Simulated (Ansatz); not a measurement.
PBE exchange is replaced step by step with exact exchange (0 % is PBE, 25 % PBE0; no dispersion term), basis def2-TZVPD, Ansatz. System: the cluster AlNi₂⁻ (the lowest singlet isomer of a short search). Total charge -1; singlet. Geometry: PBE-D4/def2-TZVPD.

Geometry of the singlet:

```xyz
3

Ni   -1.1946    0.2193   -0.4607
Ni    0.1590    0.0343    1.2896
Al    1.0357   -0.2536   -0.8289
```

At PBE-D4/def2-TZVPD, PBE0-D4/def2-TZVPD the restricted singlet is unstable: a solution with broken spin symmetry lies lower. At PBE-D4/def2-TZVPD, PBE with 5 % exact exchange/def2-TZVPD, PBE with 10 % exact exchange/def2-TZVPD, PBE with 15 % exact exchange/def2-TZVPD the highest occupied level of the charge -1 singlet lies above zero (up to 1.06 eV). Its loss leaves the charge 0 doublet, which lies 1.34 eV higher (vertical, at PBE-D4/def2-TZVPD), but this difference is unsure: the doublet is doubtful (geometry relaxed on an unsound state). The restricted singlet is unstable towards broken spin symmetry at other levels; at PBE with 5 % exact exchange/def2-TZVPD, PBE with 10 % exact exchange/def2-TZVPD, PBE with 15 % exact exchange/def2-TZVPD, PBE with 35 % exact exchange/def2-TZVPD and others this wasn't settled. The geometry of the singlet was relaxed on an unsound state (restricted singlet, unstable towards broken spin symmetry). At PBE0-D4/def2-TZVPD a triplet of charge -1 lies 1.00 eV below the restricted singlet, each at its own geometry. The structure comes from a short search, and lower isomers may exist.

```csv
exact exchange (%),HOMO (eV),LUMO (eV),gap (eV)
0,1.06,1.14,0.08
5,0.82,1.37,0.54
10,0.58,1.59,1.01
15,0.33,1.80,1.47
25,-0.02,2.21,2.24
50,-0.55,3.08,3.62
```

Q: Estimate the row for 35 %.

A: 
| exact exchange (%) | HOMO (eV) | LUMO (eV) | gap (eV) |
| --- | --- | --- | --- |
| 35 | -0.21 | 2.61 | 2.82 |
